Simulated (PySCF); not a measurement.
A structure optimised at PBE-D3(BJ)/def2-SVP, used in a PySCF frequency run:

```xyz
12

Si     2.2159     0.7724     0.0489
Si     0.3763    -0.6831     0.1997
N     -0.8281    -0.0909     1.4500
C     -1.8558     0.2277     0.7223
Si    -1.5236    -0.2373    -1.1309
H      1.7156     2.1696    -0.2011
H      3.0361     0.7590     1.3109
H      3.0889     0.3550    -1.1056
H      0.8248    -2.0989     0.4596
H     -2.7590     0.6759     1.2043
H     -2.3627    -1.3844    -1.6382
H     -1.5714     0.8667    -2.1600
```

Q: Write its SMILES and formula.

A: [SiH3][Si@H]1N=C[SiH2]1, CH₇NSi₃

Q: What are its rotational constants (standard atomic weights)?

A: 4.3337, 1.4668, 1.2900 GHz
